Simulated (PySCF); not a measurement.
Gas-phase reaction: 2 InH3 + 5 C2H4 → 2 InCH3 + 2 C4H10 (isobutane)

Energies from PySCF (xtb for GFN2), thermal terms from the rigid-rotor harmonic-oscillator model, ideal gas at 1 bar. † marks an energy on the PBE0/def2-TZVP geometry and frequencies; other levels use their own. MP2 and CCSD(T) freeze the core. All species are closed-shell singlets. In: scalar-relativistic def2 core potential, no spin-orbit coupling. InH3, InCH3: computed as isolated molecules; such fragments, hydroxides, amides, oligomers or adducts are transient or little studied in the gas. MP2 isn't extrapolated to the basis-set limit; its ΔH°(298 K) is -663.2 kJ in def2-SVP and -682.8 kJ in def2-TZVPP. CCSD(T) isn't extrapolated to the basis-set limit. The harmonic model lacks anharmonicity and excited electronic states, which grow with temperature; levels with a mode under 35 cm⁻¹ are left out. Internal rotation in C4H10 (isobutane) is treated as a harmonic vibration of one conformer, which makes the entropy rough.

| level | ΔE electronic, kJ | ΔH°(298 K), kJ | ΔS°(298 K), J/K | ΔG°(1600 K), kJ |
|---|---|---|---|---|
| BLYP/def2-TZVP† | -610 | -519 | -448 | 196 |
| CCSD(T)/def2-SVP† | -710 | -618 | -448 | 97 |
| GFN2-xTB | -884 | -776 | -440 | -61 |
| MP2/def2-TZVPP† | -774 | -683 | -448 | 32 |
| PBE0/def2-SVP† | -791 | -699 | -448 | 16 |
| r2SCAN/def2-TZVP† | -718 | -626 | -448 | 89 |
| ωB97M-V/def2-TZVP† | -695 | -603 | -448 | 112 |
ΔH° is lowest at GFN2-xTB and highest at BLYP/def2-TZVP†. No reference value is set beside these.
